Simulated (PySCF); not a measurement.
A GIAO shielding run with PySCF (density fitting, non-relativistic, gas phase) on `CC(C)CCC1=C(F)C1`, C8H13F:

```
$ OMP_NUM_THREADS=1 python probes_run.py task.json out

{"job": {"kind": "nmr", "xc": "PBE0", "basis": "pcSseg-1"}, "charge": 0, "multiplicity": 1}
C     -1.975368     1.153753     0.704310
C     -1.599409    -0.225237     0.166241
C     -2.513043    -0.591724    -1.002573
C     -0.136809    -0.279081    -0.286637
C      0.862844    -0.139483     0.869168
C      2.241959    -0.231834     0.371786
C      3.405235    -0.787394     0.259932
F      4.261929    -1.742832     0.586705
C      3.253536     0.447100    -0.554149
H     -3.037094     1.188716     0.937500
H     -1.426005     1.388740     1.612191
H     -1.763658     1.920370    -0.038432
H     -1.742682    -0.964072     0.963212
H     -3.553241    -0.600309    -0.685136
H     -2.266934    -1.576789    -1.392917
H     -2.406211     0.132714    -1.807404
H      0.045757     0.514555    -1.014204
H      0.045257    -1.234947    -0.783649
H      0.731525     0.832427     1.351502
H      0.690014    -0.923627     1.610556
H      3.736466     1.366648    -0.238504
H      3.135520     0.371691    -1.630348
```

Hardware: 1 thread of an Arm Neoverse N1, shared host. The job also computes population analyses, field gradients, ring-centre shieldings.

Q: How large is the calculation?

A: 70 electrons, 218 basis functions and 1123 auxiliary functions.

Q: How long does it take, and how much memory does it need?

A: 78 s of wall time, with 14 SCF cycles and 5 response iterations; peak memory 1 GiB. Times on a shared host scatter by some tens of per cent.
